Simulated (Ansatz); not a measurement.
Start from `[SiH3]C[SiH](Cl)Cl` and change one atom or group to get `C#C[SiH](Cl)Cl`.

Ansatz, PBE0-D4/def2-TZVP geometries, multiplicity 1. Each molecule was computed in one conformer, which needn't be the lowest.

```json
{"property": "HOMO energy (PBE0/def2-TZVPP) / eV", "`[SiH3]C[SiH](Cl)Cl`": "-8.80"}
{"property": "size of the dipole moment (PBE/def2-TZVPP) / D", "`[SiH3]C[SiH](Cl)Cl`": "1.65"}
{"property": "HOMO–LUMO gap (PBE0/def2-TZVPP) / eV", "`[SiH3]C[SiH](Cl)Cl`": "9.05"}
{"property": "LUMO energy (ωB97M-V/def2-TZVPP) / eV", "`[SiH3]C[SiH](Cl)Cl`": "1.89"}
{"property": "LUMO energy (PBE/def2-TZVPP) / eV", "`[SiH3]C[SiH](Cl)Cl`": "-0.66"}
{"property": "HOMO–LUMO gap (PBE/def2-TZVPP) / eV", "`[SiH3]C[SiH](Cl)Cl`": "6.83"}
```

(1) What does the change do to each property? (Estimate.)

Answers

(1) The calculation gave: 
```json
{"property": "HOMO energy (PBE0/def2-TZVPP) / eV", "`C#C[SiH](Cl)Cl`": "-8.79", "shift": "0.01"}
{"property": "size of the dipole moment (PBE/def2-TZVPP) / D", "`C#C[SiH](Cl)Cl`": "1.70", "shift": "0.05"}
{"property": "HOMO–LUMO gap (PBE0/def2-TZVPP) / eV", "`C#C[SiH](Cl)Cl`": "7.92", "shift": "-1.13"}
{"property": "LUMO energy (ωB97M-V/def2-TZVPP) / eV", "`C#C[SiH](Cl)Cl`": "1.18", "shift": "-0.71"}
{"property": "LUMO energy (PBE/def2-TZVPP) / eV", "`C#C[SiH](Cl)Cl`": "-1.80", "shift": "-1.14"}
{"property": "HOMO–LUMO gap (PBE/def2-TZVPP) / eV", "`C#C[SiH](Cl)Cl`": "5.73", "shift": "-1.10"}
```

The zero-point energy changes by -86.2 kJ/mol with -12 modes. Dipoles are sizes alone; their direction can turn.
